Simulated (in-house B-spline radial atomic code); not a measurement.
# RPA and G0W0 on BLYP: Rb IX (Rb8+)

Configuration [Ar] 3d10 4s1, highest spin, mean-field start BLYP. Computed with an all-electron radial atomic-structure program (B-spline basis): all electrons, scalar-relativistic (spin-free one-electron X2C), finite nucleus, each spin shell either full or empty, empty states to l = 9 with an (l + 1/2)⁻⁴ tail; G0W0 by contour deformation at full frequency.

Command:
```bash
python run_gw.py task.json out
```
Settings (radii: box in bohr, nucleus in fm):
```
Z                        37
electrons                29
configuration            [Ar] 3d10 4s1
hamiltonian              x2c
method                   b88,lyp
lmax                     9
rms_radius               4.2036
spin_polarised           True
box_radius               7.7
intervals                66
ion_configuration        [Ar] 3d10
```

Run time, properties included: 7.3 s on 1 thread of Arm Neoverse N1, on a shared host.

Energies (hartree):

| term | value |
| --- | --- |
| mean-field total | -2962.50142 |
| Hartree-Fock functional on these orbitals | -2960.81805 |
| direct second order | -2.4899 |
| second-order exchange | 0.73528 |
| SOSEX correction | 0.68794 |

Q: What is the RPA correlation energy, and what remains with SOSEX?

A: RPA gives -2.2277 hartree (-2.09 eV per electron); RPA + SOSEX gives -1.5398, and the second-order doubles -1.7546 hartree (no singles). RPA lacks exchange-type terms and so overcorrelates at short range.

Quasi-particle levels (eV):

```tsv
level	occupied	mean field	Σx - vxc	Σc	QP weight	G0W0
4s up	yes	-144.17	-5.67	?	?	?
3d down	yes	-234.57	-22.77	3.02	0.964	-254.33
3d up	yes	-234.94	-22.79	3.04	0.959	-254.69
3p down	yes	-355.62	-35.34	8.47	0.895	-382.50
4s down	no	-142.22	11.99	-2.96	0.963	-133.19
```

G0W0 = mean field + (Σx - vxc) + Σc, with Σc (partial-wave tail included) taken at the quasi-particle energy. Only the outer levels were computed.

Q: Where does G0W0 put 4s up?

A: At -151.92 eV, with Σc = -2.09 eV and a quasi-particle weight of 0.979. The tabulated removal energy is 150.628 ± 0.025 eV (NIST, measured); the calculation leaves out spin-orbit coupling, Breit and QED terms, and what these don't explain is the method's own error.

Q: What does it cost to remove one electron (to [Ar] 3d10) by differences of total energies, each species on its own start (correlation terms add to the Hartree-Fock functional)?

A: BLYP 152.67 eV, Hartree-Fock functional 149.44 eV, + RPA 151.44 eV, + RPA + SOSEX 150.59 eV, + second order 150.98 eV. Tabulated: 150.628 ± 0.025 eV (NIST, measured); the calculation leaves out spin-orbit coupling, Breit and QED terms, and what these don't explain is the method's own error.
